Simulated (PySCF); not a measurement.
Computed IR spectrum (relative IR intensity) of a molecule CH₈GeOSi. Geometry optimised at PBE0-D3(BJ)/def2-SVP. One conformer was computed; it need not be the lowest. These are PBE0-D3(BJ)/def2-SVP run with PySCF values and carry that method's errors. Frequencies are harmonic and unscaled.

Lines under 2 % of the strongest are left out, and lines within 2 cm⁻¹ are merged.

ν (cm⁻¹): 331 (m), 353 (m), 360 (vw), 477 (w), 484 (w), 601 (w), 715 (vs), 838 (w), 858 (vs), 881 (m), 935 (m), 937 (m), 1110 (s), 1165 (w), 1284 (w), 1381 (m), 2114 (s), 2145 (s), 2218 (m), 2228 (s), 2233 (s), 3017 (m), 3128 (w), 3881 (m) (against the strongest line: vs over 80 %, s over 45 %, m over 15 %, w over 4 %, vw less)

Question: Identify the compound among the candidates.
A) O[CH2][GeH2][SiH3]
B) C[SiH2][GeH2][OH]
C) [OH][GeH2][CH2][SiH3]
D) [CH3][GeH2][O][SiH3]

Answer: A, O[CH2][GeH2][SiH3]
